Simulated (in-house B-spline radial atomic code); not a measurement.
Ionising Ti2+ with different functionals

Computed with an all-electron radial atomic-structure program (B-spline basis): non-relativistic Hamiltonian, point nucleus, spin-polarised at highest spin, spherical fractional occupations for the functionals, the average over the highest-spin determinants for Hartree-Fock. The ionisation energy is the difference of two self-consistent energies, [Ar] 3d2 → [Ar] 3d1, without Breit or QED terms; ε is the level of the shell that loses the electron (its least bound occupied spin orbital).

Hybrids are left out here: with spherical fractional occupations of an open shell their exact exchange keeps a self-interaction that integer-occupation calculations don't have.

```
           method          rung  ΔSCF (eV)  -ε(3d) (eV)
     Hartree-Fock  Hartree-Fock      26.20        27.39
         LDA VWN5           LDA      27.95        20.73
         LDA PW92           LDA      27.94        20.73
LDA exchange-only           LDA      26.56        19.50
              PBE           GGA      27.73        20.53
           PBEsol           GGA          ?            ?
             BLYP           GGA      27.67        20.45
             RPBE           GGA      27.66        20.45
             PW91           GGA      27.82        20.61
             BP86           GGA      27.76        20.56
             AM05           GGA          ?            ?
             OLYP           GGA      27.80        20.51
             TPSS      meta-GGA      27.53        20.33
             SCAN      meta-GGA      27.40        20.31
           r2SCAN      meta-GGA      27.45        20.34
            M06-L      meta-GGA      26.98        19.75
          revTPSS      meta-GGA      27.40        20.22
```

Task: What does PBEsol give?

Result: ΔSCF 27.70 eV, and -ε(3d) = 20.50 eV.

Task: What does AM05 give?

Result: ΔSCF 27.68 eV, and -ε(3d) = 20.48 eV.

Task: How do they compare with the NIST value?

Result: NIST lists 27.492 eV (measured, ground level to ground level). Errors run from -1.29 to +0.45 eV; TPSS is closest (+0.03 eV), but part of that can be cancellation, since the calculations leave out relativity, Breit-QED terms, multiplet and fine-structure energies. Hartree-Fock also lacks correlation.
